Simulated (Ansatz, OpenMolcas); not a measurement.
# CH5BO2 (SMILES COBO): methods side by side

The species is CH5BO2 (9 atoms), meant as a singlet with charge 0. As SMILES, `COBO`. The coordinates come from a PBE0-D4/def2-TZVP relaxation. This is one conformer, not always the lowest.

```xyz
9

C     0.2818    0.8019   -1.0574
O    -0.1135    0.4548    0.2510
B    -0.1349   -0.8341    0.6716
O    -0.5246   -1.1185    1.9385
H     0.5681   -0.0798   -1.6376
H     1.1314    1.4864   -1.0062
H    -0.5448    1.3075   -1.5617
H     0.1839   -1.7384   -0.0476
H    -0.7589   -0.3263    2.4322
```

Quantity: the vertical ionisation energy (to the doublet cation), in eV. The values are calculated.

```
          level                    kind     program  value (eV)  less CCSD(T)/cc-pVDZ
     HF/cc-pVDZ            Hartree–Fock      Ansatz       10.26                 -0.69
    PBE/cc-pVDZ                     GGA  OpenMolcas       10.42                 -0.53
 revPBE/cc-pVDZ                     GGA  OpenMolcas       10.37                 -0.58
   TPSS/cc-pVDZ                meta-GGA  OpenMolcas       10.41                 -0.54
 M06-2X/cc-pVDZ         hybrid meta-GGA  OpenMolcas       11.15                 +0.20
wB97M-V/cc-pVDZ  range-separated hybrid      Ansatz       11.01                 +0.06
RPA@PBE/cc-pVDZ                     RPA      Ansatz       10.70                 -0.25
CCSD(T)/cc-pVDZ   coupled cluster or CI      Ansatz       10.95                  0.00
```

Differences are taken from CCSD(T)/cc-pVDZ for orientation; it has basis-set and higher-order errors of its own. The values span 10.26 to 11.15 eV. The second state's dipole differs much between rows, so they may not all be the same state.
